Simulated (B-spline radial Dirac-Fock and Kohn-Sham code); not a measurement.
## How the settings move the core levels of V²⁺

ΔSCF core binding energies without Breit or QED terms, calculated with a B-spline atomic structure program. Keys: rel is the Hamiltonian (dirac, or spin-free x2c and nr, where L3 and M5 stand for the whole 2p and 3d shells), method is hf or an exchange,correlation pair (spin-unpolarised, also for the hole states), nuc the nuclear model, radius_factor scales its radius, rmax is the box in bohr, h the logarithmic mesh step, order the B-spline order, points the quadrature points per cell, c_factor scales the speed of light, and damp, ndamp, maxit and tol steer the iteration. The run stops when the commutator error falls below 10·tol·max(1, Z/10), or the numerical noise floor, and the energy has settled to about 1e-8 Ha; the virial ratio is −V/T.

Base input:

```json
{"items": [{"Z": 23, "q": 2, "cfg": [[1, 0, 2], [2, 0, 2], [2, 1, 6], [3, 0, 2], [3, 1, 6], [3, 2, 3]], "A": 51, "rrms": 3.6002, "do": "settings", "holes": ["K", "L3", "M5"],
  "settings": [{"rel": "dirac", "method": "hf", "nuc": "fermi", "radius_factor": 1.0, "rmax": 45.0, "h": 0.3, "order": 8, "points": 10, "c_factor": 1.0, "maxit": 60, "damp": 0.5, "ndamp": 3, "tol": 1e-08}]}]}
```

The ground state converged in 10 iterations, with total energy -947.47462 Ha, virial ratio 1.98862 and highest orbital energy -28.78 eV. ΔSCF binding energies: K (1s) 5503.1 eV, L3 (2p3/2) 544.9 eV. Holes are computed only in closed shells, and unreliable hole states are left out.

Changes from the base run:

| changed setting | Δ total energy (Ha) | Δ K (eV) | Δ L3 (eV) | iterations |
| --- | --- | --- | --- | --- |
| rmax = 80.0 | 0.00000 | 0.00 | 0.00 | 10 |
| damp = 0.2 | 0.00000 | 0.00 | 0.00 | 10 |
| method = "pw91,pw91" | -1.00731 | +16.21 | +0.01 | 10 |
| rel = "nr"; radius_factor = 1.2; h = 0.22 | ? | ? | ? | ? |
| rel = "nr"; damp = 0.2; tol = 1e-06 | +5.37937 | -38.99 | +1.29 | 8 |
| h = 0.22 | 0.00000 | 0.00 | 0.00 | 10 |
| radius_factor = 1.2 | +0.00096 | -0.01 | 0.00 | 10 |

Question: What does the change rel = "nr"; radius_factor = 1.2; h = 0.22 do?

Answer: The total energy moves by +5.37937 Ha and the binding energies by K -38.99 eV, L3 +1.29 eV; the run takes 10 iterations.
